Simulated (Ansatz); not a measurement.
Consider the substitution at a C–O bond: `OCO[SiH2]O` + CH₃NH₂ → `CNCO` + `O[SiH2]O`.

Program: Ansatz. Geometries: PBE0-D4/def2-TZVP. ΔE: electronic, gas phase. CCSD(T)/CBS adds triple-zeta CCSD(T) − MP2 to the extrapolated MP2 energy (def2 sets, frozen cores). Functionals use def2-TZVPP. B3LYP here is the variant with VWN-RPA as its local correlation; programs differ in this. Each species was taken in one conformer, which may not be the lowest.

```json
{"level": "PBE-D4", "ΔE (kJ/mol)": "-11.4", "difference from CCSD(T)/CBS": "2.0"}
{"level": "r2SCAN-D4", "ΔE (kJ/mol)": "-10.3", "difference from CCSD(T)/CBS": "3.1"}
{"level": "PBE0-D4", "ΔE (kJ/mol)": "-12.1", "difference from CCSD(T)/CBS": "1.3"}
{"level": "B3LYP-D4", "ΔE (kJ/mol)": "-8.1", "difference from CCSD(T)/CBS": "5.3"}
{"level": "B2PLYP", "ΔE (kJ/mol)": "-11.6", "difference from CCSD(T)/CBS": "1.8"}
{"level": "r2SCAN", "ΔE (kJ/mol)": "-10.7", "difference from CCSD(T)/CBS": "2.7"}
{"level": "PBE0", "ΔE (kJ/mol)": "-13.7", "difference from CCSD(T)/CBS": "-0.3"}
{"level": "B3LYP", "ΔE (kJ/mol)": "-10.9", "difference from CCSD(T)/CBS": "2.5"}
{"level": "HF/def2-TZVPP", "ΔE (kJ/mol)": "-8.1", "difference from CCSD(T)/CBS": "5.3"}
{"level": "MP2/def2-TZVPP", "ΔE (kJ/mol)": "-15.2", "difference from CCSD(T)/CBS": "-1.8"}
{"level": "CCSD/def2-TZVPP", "ΔE (kJ/mol)": "-11.9", "difference from CCSD(T)/CBS": "1.5"}
{"level": "HF/def2-QZVPP", "ΔE (kJ/mol)": "-8.3", "difference from CCSD(T)/CBS": "5.1"}
{"level": "SCS-MP2/def2-QZVPP", "ΔE (kJ/mol)": "-13.9", "difference from CCSD(T)/CBS": "-0.5"}
{"level": "HF/CBS(def2)", "ΔE (kJ/mol)": "-8.3", "difference from CCSD(T)/CBS": "5.1"}
{"level": "MP2/CBS(def2)", "ΔE (kJ/mol)": "-16.9", "difference from CCSD(T)/CBS": "-3.5"}
{"level": "CCSD/CBS(def2)", "ΔE (kJ/mol)": "-13.6", "difference from CCSD(T)/CBS": "-0.2"}
{"level": "CCSD(T)/CBS", "ΔE (kJ/mol)": "-13.4", "difference from CCSD(T)/CBS": "0"}
```

Largest T1 diagnostic among the species: 0.012.

In def2-TZVPP, CCSD(T) changes the Hartree–Fock value by −3.6 kJ/mol (the triples alone add +0.2 kJ/mol) and MP2 by −7.1 kJ/mol.
